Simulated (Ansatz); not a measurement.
Geometry optimisation, Ansatz, DFT LDA, scalar-relativistic, plane waves, PAW.

Input:

```yaml
crystal:
  lattice:
    - [7.67918, 0.0, 0.0]
    - [0.0, 7.67918, 0.0]
    - [0.0, 0.0, 19.2555]
  atoms:
    - { symbol: H, position: [0.40939201, 0.0, 0.05193321] }
    - { symbol: H, position: [0.09060797, 0.0, 0.05193321] }
    - { symbol: H, position: [0.90939198, 0.0, 0.05193321] }
    - { symbol: H, position: [0.59060795, 0.0, 0.05193321] }
    - { symbol: H, position: [0.40939201, 0.49999998, 0.05193321] }
    - { symbol: H, position: [0.09060797, 0.49999998, 0.05193321] }
    - { symbol: H, position: [0.90939198, 0.49999998, 0.05193321] }
    - { symbol: H, position: [0.59060795, 0.49999998, 0.05193321] }
    - { symbol: Si, position: [0.24999999, 0.0, 0.09688141] }
    - { symbol: Si, position: [0.74999997, 0.0, 0.09688141] }
    - { symbol: Si, position: [0.24999999, 0.49999998, 0.09688141] }
    - { symbol: Si, position: [0.74999997, 0.49999998, 0.09688141] }
    - { symbol: Si, position: [0.24999999, 0.24999999, 0.16738075] }
    - { symbol: Si, position: [0.74999997, 0.24999999, 0.16738075] }
    - { symbol: Si, position: [0.24999999, 0.74999997, 0.16738075] }
    - { symbol: Si, position: [0.74999997, 0.74999997, 0.16738075] }
    - { symbol: Si, position: [0.0, 0.24999999, 0.23788009] }
    - { symbol: Si, position: [0.49999998, 0.24999999, 0.23788009] }
    - { symbol: Si, position: [0.0, 0.74999997, 0.23788009] }
    - { symbol: Si, position: [0.49999998, 0.74999997, 0.23788009] }
    - { symbol: Si, position: [0.0, 0.0, 0.30837942] }
    - { symbol: Si, position: [0.49999998, 0.0, 0.30837942] }
    - { symbol: Si, position: [0.0, 0.49999998, 0.30837942] }
    - { symbol: Si, position: [0.49999998, 0.49999998, 0.30837942] }
    - { symbol: Si, position: [0.24999999, 0.09690689, 0.37680143] }
    - { symbol: Si, position: [0.74999997, 0.09690689, 0.37680143] }
    - { symbol: Si, position: [0.24999999, 0.40309309, 0.35810548] }
    - { symbol: Si, position: [0.74999997, 0.40309309, 0.35810548] }
    - { symbol: Cl, position: [0.74999997, 0.09690689, 0.49001584] }
    - { symbol: Cl, position: [1.08333328, 0.30103102, 0.44015995] }
basis:
  ecutwfc: 420.0
kpoints:
  mp_grid: { grid: [2, 2, 1] }
hamiltonian:
  xc: lda
  pseudopotentials: { kind: paw, azcp: { folder: soft_1 } }
scf:
  occupations: { method: gaussian, width: 0.05 }
  lower_state_search: "off"
relax:
  f_tol: 0.03
  max_steps: 60
  adjacent_minimum: "off"
  constraints: [{ sites: [0, 1, 2, 3, 4, 5, 6, 7, 8, 9, 10, 11] }]
```

Command:

```bash
$ ansatz run input.yaml --threads 2 --pin off --max-ram 5120MiB --backend cpu --events-out ev --progress --plain --runs-dir out
```

Problem. Where does it end, and by what steps?

Solution. It converged. Limits of this set-up: coarse k mesh, thin slab, slab without dipole correction, no dispersion correction for a molecule that may bind weakly, PAW files made for another functional. After 12 steps the energy has fallen by 2.278 eV; Cl30 moved furthest, 1.75 Å. Parted: Si25–Cl30 (2.36 → 3.58 Å).

```csv
step,energy less start (eV),largest force component (eV/Å),accepted
0,0.0000,1.948,yes
1,-0.8007,0.971,yes
2,-1.1868,0.510,yes
3,-1.4289,0.634,yes
4,-1.6502,0.510,yes
5,-1.8373,0.360,yes
6,-1.9865,0.303,yes
7,-2.1162,0.260,yes
8,-2.1835,0.228,yes
9,-2.2493,0.147,yes
10,-2.2716,0.239,yes
11,-2.2711,0.114,no
12,-2.2775,0.024,yes
```

```xyz
30
Lattice="7.6792 0.0000 0.0000 0.0000 7.6792 0.0000 0.0000 0.0000 19.2555" Properties=species:S:1:pos:R:3
H 3.144 0.000 1.000
H 0.696 0.000 1.000
H 6.983 0.000 1.000
H 4.535 0.000 1.000
H 3.144 3.840 1.000
H 0.696 3.840 1.000
H 6.983 3.840 1.000
H 4.535 3.840 1.000
Si 1.920 0.000 1.865
Si 5.759 0.000 1.865
Si 1.920 3.840 1.865
Si 5.759 3.840 1.865
Si 1.900 1.926 3.144
Si 5.738 1.912 3.137
Si 1.925 5.760 3.250
Si 5.765 5.760 3.217
Si -0.020 1.977 4.428
Si 3.818 1.974 4.450
Si -0.015 5.737 4.604
Si 3.870 5.733 4.605
Si -0.071 0.075 5.825
Si 3.984 0.057 5.845
Si -0.129 3.775 5.901
Si 3.989 3.778 5.914
Si 1.962 0.900 6.426
Si 5.799 0.948 7.079
Si 1.930 3.232 6.896
Si 5.777 3.315 7.385
Cl 5.786 -0.042 8.901
Cl 9.573 3.439 8.951
```

Whether the end is a true minimum wasn't checked by a vibrational analysis.

Time of the run: 2 min on 2 threads of Arm Neoverse V1, with other jobs on the host, peak memory 1.4 GiB.
